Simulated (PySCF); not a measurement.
Ga(Cl)(Br)(OH) (BrClGaHO), SMILES [Ga]([OH])([Br])[Cl].

Geometry: PBE-D3(BJ)/def2-SVP. The structure was generated by enumeration; whether it is a known compound was not checked. One conformer was computed; it need not be the lowest.

Calculation: PBE-D3(BJ)/def2-SVP run with PySCF.

Frequencies are harmonic and unscaled.

Computed harmonic wavenumbers and intensities:
```json
[
 {"mode": "1", "ν (cm⁻¹)": "101", "IR (km/mol)": "2.5", "moving atoms (share of kinetic energy)": "Cl 44 %, Ga 26 %, Br 23 %"},
 {"mode": "2", "ν (cm⁻¹)": "141", "IR (km/mol)": "8.0", "moving atoms (share of kinetic energy)": "Ga 54 %, O 28 %, Cl 11 %"},
 {"mode": "3", "ν (cm⁻¹)": "151", "IR (km/mol)": "15.0", "moving atoms (share of kinetic energy)": "O 64 %, Cl 11 %, H 10 %, Br 9 %"},
 {"mode": "4", "ν (cm⁻¹)": "296", "IR (km/mol)": "19.7", "moving atoms (share of kinetic energy)": "Br 47 %, Ga 34 %, Cl 14 %"},
 {"mode": "5", "ν (cm⁻¹)": "343", "IR (km/mol)": "102.3", "moving atoms (share of kinetic energy)": "H 92 %"},
 {"mode": "6", "ν (cm⁻¹)": "422", "IR (km/mol)": "60.8", "moving atoms (share of kinetic energy)": "Cl 58 %, Ga 38 %"},
 {"mode": "7", "ν (cm⁻¹)": "695", "IR (km/mol)": "76.6", "moving atoms (share of kinetic energy)": "O 79 %, Ga 20 %"},
 {"mode": "8", "ν (cm⁻¹)": "837", "IR (km/mol)": "85.7", "moving atoms (share of kinetic energy)": "H 91 %"},
 {"mode": "9", "ν (cm⁻¹)": "3714", "IR (km/mol)": "79.3", "moving atoms (share of kinetic energy)": "H 94 %"}
]
```
